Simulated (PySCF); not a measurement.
**Shapes and spin states of PdF₃⁻**

Method: PBE0/[Pd def2-SVPD with ECP28, F def2-SVPD], scalar-relativistic core potentials, density fitting, no spin–orbit coupling, PySCF.

Relaxations began from a few typed shapes and spin states; open shells are unrestricted. The search is not exhaustive: other isomers or separated fragments can lie lower, and high-lying points may rest on an excited occupation.

```csv
spin,group,bonds,angles,imaginary modes (cm⁻¹),ΔE (kJ/mol),ΔE with ZPE (kJ/mol)
singlet,C2v,"Pd–F 1.930 Å, Pd–F 1.944 Å (×2)","F–Pd–F 95.6° (×2), F–Pd–F 168.8°",none,0.0,0.0
triplet,C3v,Pd–F 1.987 Å (×3),F–Pd–F 119.6° (×3),none,11.0,8.4
triplet,C2v,"Pd–F 1.984 Å (×2), Pd–F 1.988 Å","F–Pd–F 118.9° (×2), F–Pd–F 122.1°",51i,11.2,–
```

The lowest minimum found is the singlet C2v: Pd–F 1.930 Å, Pd–F 1.944 Å (×2); F–Pd–F 95.6° (×2), F–Pd–F 168.8°.

Formally Pd is in oxidation state +2, d8, with 0 unpaired electrons (the high-spin count would be 2). The polar-tensor charge on Pd, 1.23, is below the formal one.

For the lowest minimum: stability towards spin polarisation was not tested. The lowest empty level of this anion is unbound, so it and the gap depend on the basis.
